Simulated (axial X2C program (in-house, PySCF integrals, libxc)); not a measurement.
**What spin–orbit coupling does to BiCl⁺**

Calculated with an in-house relativistic program for diatomic molecules. Spin-free means the one-electron spin-free X2C Hamiltonian; two-component (2c) means X2C with spin–orbit coupling and atomic mean-field two-electron Coulomb and Gaunt terms, so the difference of the two also holds small scalar two-electron terms. Basis: Bi dyall-cv3z [12s14p10d6f1g], Cl dyall-av3z [9s8p3d2f] (cores contracted in-house); Gaussian nuclei, density fitting, unrestricted open shells. Masses: Bi 208.980 u, Cl 34.969 u.

Spin-free state: M_S = 1/2, Λ = 1 (beyond evenly filled blocks: π+α); fragments Bi+ + Cl.

```
level  Re (Å)  ωe (cm⁻¹)  De (eV)  μ (D)
 PBE0   2.331      407.4    3.356  -1.60
  M06   2.343      404.4    3.783  -1.63
```

Dipoles are positive if Cl is the positive end and refer to the centre of mass.

Problem. Within this multiplet, which Ω should lie lowest by the rule for regular and inverted multiplets?

Solution. The open π shell holds one electron, so the multiplet is regular: Ω = Λ − 1/2 = 1/2. The PBE0 2c search agrees.

Two-component determinant lowest at the distance of the search:

Ω = 1/2 (⟨Sz⟩ = -0.43, ⟨Lz⟩ = 0.93 at PBE0); fragments Bi+ + Cl.

```tsv
level	Re (Å)	ωe (cm⁻¹)	De (eV)	μ (D)
PBE0	2.352	384.3	2.099	-1.80
M06	2.368	376.5	1.946	-1.81
```

Problem. From the two tables, how do the constants change at the PBE0 level (2c against spin-free)?

Solution. At the PBE0 level Re goes up by 0.021 Å and ωe drops by 23.1 cm⁻¹; De is not compared, since the atomic limits differ or miss part of their spin–orbit lowering.

One determinant describes the state; a PBE0 search over occupations chose it and may have missed a lower one. De is counted from the lowest determinant-based energies of the atoms at the same level, without counterpoise correction. Density functionals use the spin component along the axis (collinear). In 2c an atomic determinant is not the ground J level, so De misses part of the atomic spin–orbit lowering. This holds for PBE0. Without a current term, density functionals place determinants with orbital angular momentum somewhat too high.
